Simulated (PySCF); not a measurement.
Geometries of 2 isomers of C3H5ClGe, from PySCF 2.14.0, PBE0-D3(BJ)/def2-SVP geometry optimisation, gas phase. One conformer each, no zero-point energy, no frequencies.

**Question.** Which is lower in electronic energy at this level?
A.
```xyz
10
angstrom
C     -0.222    0.531    1.314
C      1.201    0.450    1.047
C      2.397    0.385    0.823
Ge     4.246    0.290    0.477
Cl     5.314    0.492    2.351
H     -0.409    1.017    2.284
H     -0.735    1.118    0.536
H     -0.677   -0.471    1.342
H      4.617   -1.075   -0.114
H      4.691    1.456   -0.413
```
B.
```xyz
10
angstrom
Cl     3.446   -0.447    0.225
Ge     1.443   -0.491    1.058
C      0.052   -1.283   -0.028
C     -0.559   -0.087   -0.156
C      0.254    1.000    0.517
H      1.614   -0.874    2.537
H     -0.271   -2.248   -0.424
H     -1.513    0.098   -0.672
H     -0.271    1.561    1.307
H      0.708    1.718   -0.183
```

**Answer.** B. That is `[Cl][Ge@@H]1[CH]=C[CH2]1`, 12.8 kcal/mol below the other.

| SMILES | atoms numbered as above | E (Eh) | relative (kcal/mol) | relative (kJ/mol) | dipole (D) |
| --- | --- | --- | --- | --- | --- |
| [Cl][Ge@@H]1[CH]=C[CH2]1 | [Cl:1][Ge@@H:2]1[CH:3]=[CH:4][CH2:5]1 | -2653.49022 | 0.0 | 0.0 | 2.31 |
| CC#[C][GeH2][Cl] | [CH3:1][C:2]#[C:3][GeH2:4][Cl:5] | -2653.46981 | 12.8 | 53.6 | 2.89 |

As drawn, the lower has a four-membered ring and a C=C bond outside aromatic rings, which the higher lacks; the higher has a C≡C bond, which the lower lacks.
